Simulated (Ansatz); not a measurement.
Program: Ansatz. Geometries: PBE0-D4/def2-TZVP. ΔE: electronic, gas phase. CCSD(T)/CBS is the MP2 limit (def2-TZVPP, def2-QZVPP) plus CCSD(T) − MP2 in def2-TZVPP, frozen cores. Functionals use def2-TZVPP. One conformer a species, not always the lowest.

Consider the cleavage of the Si–B bond: `C[SiH2]B[SiH3]` + `OC([SiH3])S` → `[SiH3]OC([SiH3])S` + `B[SiH2]C`.

CCSD(T)/CBS gives -108.5 kJ/mol.

Task: Another level gave -109.1 kJ/mol. Which?
A. B2PLYP/def2-TZVPP
B. CCSD(T)/def2-TZVPP
C. MP2/def2-TZVPP
D. PBE0-D4/def2-TZVPP

Result: B. CCSD(T)/def2-TZVPP -109.1, B2PLYP -113.3, MP2/def2-TZVPP -119.0, PBE0-D4 -93.9 kJ/mol.

Largest T1 diagnostic among the species: 0.013.

From PBE to PBE0 (25 % exact exchange), in def2-TZVPP and without D4, ΔE moves by −7.4 kJ/mol. The D4 term adds −3.6 kJ/mol with B3LYP and −1.8 kJ/mol with PBE0; it sums over pairs of atoms, weighted by their polarisabilities, and B3LYP, whose exchange is more repulsive, gets the larger term.

B3LYP here is the variant with VWN-RPA as its local correlation; programs differ in this.
